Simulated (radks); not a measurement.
All-electron calculation, Dirac Kohn-Sham, PBE, spin-unpolarised, spherical densities, finite nucleus; open shells fill j = l - 1/2 first; Fermi nuclear charge, rms radius of each element as measured or else 0.836 A^(1/3) + 0.57 fm. Program: a radial shooting solver on a logarithmic mesh with Libxc functionals. Each species is in its NIST ground configuration. Rank Sn4+, Zr4+, Pd4+, Ag4+, Mo4+, Ru4+, Sb4+, I4+, Rb4+, Rh4+, Te4+, Xe4+, Nb4+, Sr4+, Tc4+, Cd4+, In4+ by radius at which the density is 0.001 e/bohr^3 (bohr), largest first.

Answer. Xe4+ 3.40, I4+ 3.37, Te4+ 3.24, Sb4+ 3.13, Rb4+ 3.03, Mo4+ 3.03, Tc4+ 3.03, Ru4+ 3.01, Nb4+ 3.00, Sr4+ 2.99, Rh4+ 2.97, Pd4+ 2.94, Ag4+ 2.90, Zr4+ 2.89, Cd4+ 2.86, In4+ 2.81, Sn4+ 2.77.
